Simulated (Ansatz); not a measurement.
Cr₃S₃⁻, relaxed as a doublet with UKS PBE-D4/def2-SVPD in Ansatz, starting from the GFN2-xTB geometry. Force threshold 0.02 eV/Å.

The charge -1 doublet is spin-contaminated (final ⟨S²⟩ up to 4.78, 0.75 for a pure state). The structure comes from a short search, and lower isomers may exist.

Start:

```xyz
6

Cr    0.9705   -1.0334   -0.5732
Cr   -0.1198   -0.5391    1.3443
Cr   -0.1697    0.8198   -1.1871
S     0.3628   -1.9112    2.8551
S     0.2504    1.3462   -3.1728
S    -1.2942    1.3177    0.7338
```

```
         step   energy (eV)  largest force component (eV/Å)  SCF passes
            1  -117723.9922                           0.663          87
            2  -117724.1035                           0.731          46
            3  -117724.1804                           0.687          45
            4  -117724.3159                           0.756          50
            5  -117725.0878                           0.809          96
            6  -117725.1461                           0.513          42
            7  -117725.1852                           0.254          41
            8  -117725.2210                           0.156          41
            9  -117725.2260                           0.269          43
           10  -117725.2385                           0.140          56
           11  -117725.2958                           0.572          73
           12  -117725.4113                           1.124          64
           13  -117725.6557                           0.656          58
           14  -117725.6694                           0.523          50
15 (rejected)  -117725.6480                           0.521          48
           16  -117725.7256                           0.186          45
17 (rejected)  -117725.7194                           0.363          50
           18  -117725.7338                           0.049          43
           19  -117725.7366                           0.035          44
           20  -117725.7426                           0.062          48
21 (rejected)  -117725.7406                           0.323          47
           22  -117725.7488                           0.101          45
           23  -117725.7538                           0.108          40
           24  -117725.7554                           0.134          40
           25  -117725.7555                           0.073          34
           26  -117725.7571                           0.018          33
```

Force components are those of the run's own axes.

End:

```xyz
6

Cr    1.0300   -0.9058   -0.5125
Cr   -0.6547   -0.3231    1.2620
Cr   -0.6988    0.8706   -0.9374
S     0.8779   -1.8267    1.6581
S     0.7929    0.4072   -2.4626
S    -1.3472    1.7776    0.9923
```

Bonds formed: Cr1–S4, Cr1–S5 (atoms count from 1). The end is the same structure that another start reached, the lowest one found.

No frequencies were taken in this run, so the end may be a saddle point.

Run time 2.7 min (4 threads of Arm Neoverse V2 on a shared host).
